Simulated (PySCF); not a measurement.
Simulated characterisation data

- GFN2-xTB structure
- shielding tensors at PBE0/pcSseg-1 (GIAO)
- run in PySCF 2.14
- fast rotation and ring inversion assumed for equivalent nuclei, a single conformation, relativity neglected, no solvent

Referencing at the same level of theory: TMS for 1H (σ = 31.72 ppm) and 13C (σ = 186.93 ppm). Splittings of carbon signals by F and P are missing where no couplings were computed. Where no couplings were computed, multiplicities follow the n + 1 count of equivalent neighbours, and m marks all less simple cases (inequivalent or close neighbours, rings, F or P nearby). Shifts are as computed. Against solution values, carbons near 30 ppm lie about +3 ppm off and those near 130 ppm about +5 ppm. Of 1211 compounds with measured shifts, 218 miss one by over three times the rms of a fit or turn the order of signals round; such compounds aren't used in these exercises.

Compound 1 (C₅H₆O₂Si). 1H NMR (600 MHz, computed): δ 7.17 (s, 2H), 3.96 (d, 3H), 2.84 (m, 1H). 13C{1H} NMR (computed): δ 208.3 (C), 153.8 (CH), 47.3 (CH). Structure: SMILES C1=CC(=O)C([SiH3])C1=O.

Compound 2 (C₇H₅FO). 1H NMR (600 MHz, computed): δ 10.13 (s, 1H), 8.33 (d, 1H), 7.86 (m, 1H), 7.62 (m, 1H), 7.58 (m, 1H). 13C{1H} NMR (computed): δ 195.0, 173.2, 142.8, 136.3, 129.2, 127.8, 126.1. Structure: 3-formyl-1-fluorobenzene.
